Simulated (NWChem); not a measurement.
**Total energies of CH$_{3}$OS**

SMILES: [S](C)=O
```xyz
6

C      0.3118    -1.3914     0.0000
S     -0.5096     0.2193     0.0000
O      0.6088     1.2468     0.0000
H      0.9381    -1.4816    -0.8994
H     -0.4630    -2.1725     0.0000
H      0.9381    -1.4816     0.8994
```
Charge 0, spin multiplicity 2.

Everything below was run with NWChem. All single points use one geometry, from UPBE0/def2-SVP, a minimum by its harmonic frequencies.

Basis set: 6-311G** (80 functions).

| method | total energy (Ha) | relative cost |
|---|---|---|
| UHF | -511.98747 | 1 |
| UMP2 | -512.45069 | under 3 |
| UB2PLYP | -513.06410 | under 3 |
| UPBE | -513.01427 | under 3 |
| UB3LYP | -513.33291 | under 3 |
| ULC-wPBE (omega 0.3 per bohr) | -513.07011 | 4 |

Total energies of different functionals aren't comparable as a measure of quality: only differences taken within one method are. Costs are rough ratios of processor time within this set of runs, SCF included, with UHF as 1.

The correlated methods keep 7 core orbitals frozen. B3LYP has NWChem's definition, with VWN1-RPA local correlation. GW and range-separated runs recompute their integrals, the others keep them in memory, which bears on the times. The Pople sets run with spherical d functions. The structure started from a generated list of species. The unpaired electrons of the parent sit in orbitals of symmetry a" (Cs labels of the run); other states weren't searched. No SCF solution was tested for a lower state. Open-shell Hartree-Fock references start from PBE0 orbitals; any time given for them includes that run.
